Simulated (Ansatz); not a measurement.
`C=C[SiH](F)OC` and `C=C[SiH](F)N[SiH2]F` differ in one atom or group.

Ansatz, PBE0-D4/def2-TZVP geometries, multiplicity 1. Each molecule was computed in one conformer, which needn't be the lowest.

```csv
property,`C=C[SiH](F)OC`
HOMO–LUMO gap (ωB97M-V/def2-TZVPP) / eV,11.81
HOMO–LUMO gap (PBE0/def2-TZVPP) / eV,7.45
size of the dipole moment (ωB97M-V/def2-TZVPP) / D,2.03
HOMO energy (PBE0/def2-TZVPP) / eV,-8.27
LUMO energy (PBE/def2-TZVPP) / eV,-1.82
HOMO energy (B3LYP/def2-TZVPP) / eV,-8.04
```

Problem. Give the same properties after the change, and the shifts. (Best estimate.)

Solution. Ansatz gave: 
```json
{"property": "HOMO–LUMO gap (ωB97M-V/def2-TZVPP) / eV", "`C=C[SiH](F)N[SiH2]F`": "11.62", "shift": "-0.19"}
{"property": "HOMO–LUMO gap (PBE0/def2-TZVPP) / eV", "`C=C[SiH](F)N[SiH2]F`": "7.35", "shift": "-0.10"}
{"property": "size of the dipole moment (ωB97M-V/def2-TZVPP) / D", "`C=C[SiH](F)N[SiH2]F`": "0.35", "shift": "-1.68"}
{"property": "HOMO energy (PBE0/def2-TZVPP) / eV", "`C=C[SiH](F)N[SiH2]F`": "-8.28", "shift": "-0.01"}
{"property": "LUMO energy (PBE/def2-TZVPP) / eV", "`C=C[SiH](F)N[SiH2]F`": "-1.91", "shift": "-0.09"}
{"property": "HOMO energy (B3LYP/def2-TZVPP) / eV", "`C=C[SiH](F)N[SiH2]F`": "-8.03", "shift": "0.01"}
```

Dipoles are sizes alone; their direction can turn.

B3LYP here is the variant with VWN-RPA as its local correlation; programs differ in this.
